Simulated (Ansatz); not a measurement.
C$_{2}$H$_{6}$OSn (`[CH3][SnH2][CH]=O`) at its PBE0-D4/def2-TZVP geometry, where that method's forces vanish. The species carries charge 0 and has multiplicity 1. Sn: def2 effective core potential.

```xyz
10

C     0.0128   -0.2296    1.6079
Sn    0.7581    0.2600   -0.3299
C    -0.9330   -0.0239   -1.7245
O    -2.0338   -0.2584   -1.3094
H     0.6380    0.2140    2.3821
H    -1.0038    0.1528    1.6985
H    -0.0042   -1.3115    1.7352
H     1.2734    1.8903   -0.4263
H     2.0584   -0.7472   -0.8075
H    -0.7658    0.0537   -2.8261
```

Problem. What forces (eV/Å) does r2SCAN-D4/def2-TZVPP give on these atoms in the Gaussian-basis code of Ansatz? (Estimate.)

Solution. Ansatz gave: 
```
C1  -0.031 -0.022  0.082
Sn2  0.105  0.028 -0.022
C3   0.207  0.047 -0.132
O4  -0.335 -0.073  0.136
H5  -0.018 -0.012 -0.016
H6   0.022 -0.007  0.000
H7  -0.001  0.025 -0.001
H8   0.012  0.007  0.011
H9   0.018  0.000  0.010
H10  0.021  0.007 -0.069
```
